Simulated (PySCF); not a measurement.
Molecule: SMILES CC(=O)/C=C/N(C)C, C$_{6}$H$_{11}$NO.

Mapped SMILES: `[CH3:1][C:2](=[O:3])/[CH:4]=[CH:5]/[N:6]([CH3:7])[CH3:8]` (H(Xn): hydrogen on atom n).

Geometry PBE0-D3(BJ)/def2-SVP throughout; GIAO in PySCF, gas phase, one conformer, non-relativistic; equivalent atoms averaged; basis pcSseg-1.

(1) How do the absolute shieldings σ depend on the functional? (a selection of nuclei; ppm; last column core-seconds on shared hosts with different chips, so compare them loosely)

(2) Which nucleus among those listed moves most, in ppm?

Results:

(1) 
```csv
functional,kind,C5,C4,C7/C8,O3,N6,H(C5),H(C4),H(C7)/H(C8),H(C1),core-s
PBE,GGA,31.3,82.1,138.6,-213.8,160.9,24.01,26.38,28.40,29.27,46
BLYP,GGA,25.4,77.2,133.4,-217.0,155.8,24.19,26.65,28.57,29.46,47
OPBE,GGA,42.9,90.8,145.2,-194.9,168.2,24.04,26.34,28.46,29.28,36
KT2,GGA,40.9,91.8,142.1,-175.7,167.2,24.03,26.53,28.38,29.31,65
KT3,GGA,42.4,91.8,141.9,-175.7,166.5,24.21,26.66,28.55,29.45,46
B97-D,GGA,33.7,84.5,138.0,-192.8,161.8,24.22,26.68,28.61,29.48,46
B3LYP,global hybrid,24.0,80.9,138.2,-220.5,165.6,24.00,26.68,28.62,29.46,30
PBE0,global hybrid,29.5,86.6,143.9,-217.8,172.4,23.83,26.48,28.52,29.32,43
mPW1PW91,global hybrid,28.4,85.7,143.0,-217.8,171.4,23.88,26.55,28.57,29.37,23
CAM-B3LYP,range-separated hybrid,21.6,83.6,142.0,-223.2,175.8,23.79,26.64,28.60,29.40,40
```

(2) O3 (ketone oxygen): from -223.2 ppm with CAM-B3LYP to -175.7 ppm with KT3. The smallest spread is 0.21 ppm, at H(C1). Proton shifts span only some 12 ppm, so a few tenths of a ppm matter as much there as several ppm in carbon.
